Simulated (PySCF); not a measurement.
**Structure revision by computed shifts**

A compound C₆H₄F₄O gives the data below (simulated from a calculation) and was assigned the structure `C=C/C=C(/C(=O)F)C(F)(F)F`.

$^{13}$C{$^{1}$H} NMR (computed): δ 181.1 (C), 157.0 (C), 130.1 (C), 110.5 (CH), 103.4 (CH), 39.5 (CH2).

$^{1}$H NMR (600 MHz, computed): δ 5.88 (m, 1H), 5.30 (m, 1H), 3.31 (m, 2H).

[PySCF: GFN2-xTB geometry; shielding tensors at PBE0/pcSseg-1 (GIAO); no relativistic terms; one averaged value for each set of equivalent atoms; a single conformation; no solvent]

Chemical shifts δ = σref − σ; $^{1}$H and $^{13}$C against TMS, all at this level.

(1) Compare with the shifts computed for the proposed structure, pairing carbons in order of shift.

(2) Which isomer fits?

Answers

(1) Atom-mapped SMILES (the numbers label the heavy atoms): `[CH2:1]=[CH:2]/[CH:3]=[C:4](/[C:5](=[O:6])[F:7])[C:8]([F:9])([F:10])[F:11]`. Each H is labelled by its parent atom.

```tsv
atom	computed for proposal	given list	difference
C5	160.3	181.1	-20.8
C3	158.7	157.0	+1.7
C1	148.0	130.1	+17.9
C2	139.6	110.5	+29.1
C8	131.9	103.4	+28.5
C4	121.6	39.5	+82.1
```

The rms difference is 39.1 ppm and the largest +82.1 ppm at C4 (α carbon of a C=C–C=O unit). The carbon types in order of shift don't match either: C, CH, CH2, CH, C, C for the proposal against C, C, C, CH, CH, CH2 in the data. The proposal doesn't fit.

(2) SMILES FC1=CC(OC(F)(F)F)=CC1.

Carbon types of the structure: 3 × C, 2 × CH, 1 × CH2, which accounts for all hydrogens. δC 157.0: alkene carbon bearing oxygen; an sp2 carbon further deshielded by the attached heteroatom. δC 130.1: CF3 carbon; 4 electronegative neighbours deshield it. δC 110.5: alkene CH; the olefinic region. δC 103.4: β carbon of an enol-ether or enamine type C=C; the O or N lone pair pushes π density onto this β carbon and shields it.

The data come from this structure; uniqueness wasn't tested.

Splittings by $^{19}$F in the carbon and heteronuclear signals aren't shown, as no couplings were computed. Shifts are as computed. Against solution values, carbons near 30 ppm lie about +3 ppm off and those near 130 ppm about +5 ppm. Of 1211 compounds with measured shifts, 218 miss one by over three times the rms of a fit or turn the order of signals round; such compounds aren't used in these exercises. Multiplicities follow the n + 1 count of equivalent neighbours, as no J values were calculated; m marks all less simple cases, F and P coupling included.
